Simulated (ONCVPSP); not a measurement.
**Reading a pseudo-wave (zirconium)**

Columns: radius, all-electron u(r) and pseudo u(r) of the 4s shell (level -54.46 eV) of zirconium in the configuration [Ar] 3d10 4s2 4p6 4d2 5s2; PBEsol, scalar-relativistic, ONCV scheme, ONCVPSP 4.0.1.

```json
{"r (bohr)": "0.095", "all-electron": "0.3374", "pseudo": "0.0957"}
{"r (bohr)": "0.190", "all-electron": "0.0034", "pseudo": "0.1940"}
{"r (bohr)": "0.285", "all-electron": "-0.4756", "pseudo": "0.2963"}
{"r (bohr)": "0.380", "all-electron": "-0.5345", "pseudo": "0.4027"}
{"r (bohr)": "0.475", "all-electron": "-0.2858", "pseudo": "0.5116"}
{"r (bohr)": "0.570", "all-electron": "0.0758", "pseudo": "0.6193"}
{"r (bohr)": "0.665", "all-electron": "0.4243", "pseudo": "0.7209"}
{"r (bohr)": "0.760", "all-electron": "0.7020", "pseudo": "0.8108"}
{"r (bohr)": "0.855", "all-electron": "0.8936", "pseudo": "0.8836"}
{"r (bohr)": "0.950", "all-electron": "1.0045", "pseudo": "0.9346"}
{"r (bohr)": "1.045", "all-electron": "1.0487", "pseudo": "0.9612"}
{"r (bohr)": "1.140", "all-electron": "1.0422", "pseudo": "0.9625"}
{"r (bohr)": "1.235", "all-electron": "1.0002", "pseudo": "0.9397"}
{"r (bohr)": "1.330", "all-electron": "0.9354", "pseudo": "0.8959"}
{"r (bohr)": "1.425", "all-electron": "0.8575", "pseudo": "0.8355"}
{"r (bohr)": "1.520", "all-electron": "0.7741", "pseudo": "0.7640"}
{"r (bohr)": "1.615", "all-electron": "0.6902", "pseudo": "0.6866"}
{"r (bohr)": "1.710", "all-electron": "0.6092", "pseudo": "0.6084"}
{"r (bohr)": "1.805", "all-electron": "0.5333", "pseudo": "0.5332"}
{"r (bohr)": "1.900", "all-electron": "0.4637", "pseudo": "0.4637"}
{"r (bohr)": "1.995", "all-electron": "0.4010", "pseudo": "0.4009"}
{"r (bohr)": "2.090", "all-electron": "0.3450", "pseudo": "0.3450"}
{"r (bohr)": "2.185", "all-electron": "0.2957", "pseudo": "0.2957"}
{"r (bohr)": "2.280", "all-electron": "0.2526", "pseudo": "0.2526"}
{"r (bohr)": "2.375", "all-electron": "0.2152", "pseudo": "0.2151"}
{"r (bohr)": "2.470", "all-electron": "0.1828", "pseudo": "0.1828"}
```

Problem. How many radial nodes do the two functions have?

Solution. The all-electron 4s function has n − l − 1 = 3 (the table is too coarse to show those close to the nucleus); the pseudo-wave has 0, since the states of the same l below it are removed with the core.

Problem. At about which radius was the pseudo-wave matched?

Solution. 1.90 bohr, where the columns begin to agree (steps of 0.10 bohr).

Problem. Where does each function peak?

Solution. Outermost all-electron maximum near 1.04 bohr, pseudo maximum near 1.14 bohr (to the table’s step).

Problem. Is the pseudo-wave norm-conserving?

Solution. Yes: the ONCV scheme keeps the norm inside the radius equal to the all-electron one, which fixes the energy derivative of the logarithmic derivative at the level.
